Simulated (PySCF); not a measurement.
Working out the ionisation energy of Ge

Ge [Ar] 3d10 4s2 4p2 (3P) → Ge⁺ [Ar] 3d10 4s2 4p1 (2P). Computed with PySCF 2.14 in x2c-TZVPPall, with scalar relativity by spin-free X2C-1e. Frozen: [Ar] 3d10. Energies in hartree (1 hartree = 27.21139 eV):

```csv
part,Ge (lower),Ge⁺ (upper)
UHF,-2097.048211,-2096.775745
CCSD correlation,-0.063742,-0.050019
(T),-0.001727,-0.000751
```

Problem. What does Hartree-Fock give?

Solution. (-2096.775745) − (-2097.048211) = 0.272466 hartree = 7.414 eV.

Problem. What do CCSD and CCSD(T) give?

Solution. The CCSD correlation energies differ by 0.013723 hartree = 0.373 eV and the triples by 0.000976 hartree = 0.027 eV, so CCSD gives 7.787 eV and CCSD(T) 7.814 eV.

Measured between the centres of the two terms (NIST): 7.925 eV, so CCSD(T) (valence) is off by -0.111 eV.

What remains against the reference includes basis incompleteness, the frozen core and higher excitations.
